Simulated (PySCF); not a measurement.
C₃H₃Cl₃, SMILES CC(Cl)=C(Cl)Cl.

Geometry optimised at PBE-D3(BJ)/def2-SVP.

Two levels are set side by side: TDA-PBE/def2-SVPD (PySCF) and TDA-M06-2X/def2-SVPD (PySCF). Vertical, same geometry. The lowest singlet is HOMO→LUMO+1 96 % with PBE and HOMO→LUMO+1 80 % with the other functional; states are paired by order. Differences are taken from unrounded values.

```csv
quantity,TDA-M06-2X
lowest singlet excitation (eV),5.48
lowest triplet excitation (TDA) (eV),3.95
first bright state (f over 0.05) (eV),6.55
its oscillator strength,0.55
```

Q: What does TDA-PBE give, and how far is it from TDA-M06-2X? (The exact figures need the calculation; the answer reports its results.)

A: 
```
quantity                               TDA-PBE  TDA-PBE minus TDA-M06-2X
-------------------------------------  -------  ------------------------
lowest singlet excitation (eV)            4.89                     -0.59
lowest triplet excitation (TDA) (eV)      3.62                     -0.33
first bright state (f over 0.05) (eV)     5.96                     -0.60
its oscillator strength                   0.37                     -0.18
```

Functionals without exact exchange tend to place singlet excitations lower, as here. Differences between two approximate levels are no errors against the true value.

Rough cost on one machine, each run with all the roots and properties that it gave: TDA-M06-2X against TDA-PBE about 10 times.
